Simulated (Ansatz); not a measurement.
Cartesian coordinates in Å:
```
N -0.706 -0.278 -0.538
Si 0.753 -0.230 0.339
Cl 1.904 1.241 -0.530
Br 0.251 0.242 2.464
H -0.706 -0.174 -1.540
H -1.496 -0.801 -0.196
```

Charge 0, multiplicity 2.

Task: List the r2SCAN/def2-TZVPP orbital energies in eV (Ansatz). (Estimate.)

Result: The calculation gave: α occupied: -13122.00, -2753.53, -1793.10, -1695.22, -1525.99, -1525.93, -1525.93, -385.76, -254.91, -234.88, -193.47, -193.32, -193.31, -175.11, -174.91, -174.90, -143.30, -98.21, -98.20, -98.13, -68.95, -68.90, -68.89, -68.74, -68.74, -23.24, -21.65, -20.22, -13.82, -13.47, -11.05, -10.07, -9.32, -8.60, -8.10, -7.74, -7.51, -5.34. α empty: -0.31, -0.14, 0.40, 1.77, 2.15, 3.61, 4.06, 4.57. β occupied: -13121.99, -2753.50, -1793.01, -1695.22, -1525.97, -1525.92, -1525.92, -385.66, -254.90, -234.87, -193.42, -193.30, -193.29, -175.08, -174.90, -174.89, -143.22, -98.13, -98.08, -97.99, -68.92, -68.87, -68.86, -68.73, -68.73, -23.05, -21.51, -20.08, -13.55, -13.41, -10.84, -9.89, -8.96, -8.52, -7.92, -7.68, -7.29. β empty: -3.05, 0.13, 0.46, 0.66, 2.10, 2.24, 3.93, 4.41. ⟨S²⟩ = 0.754.
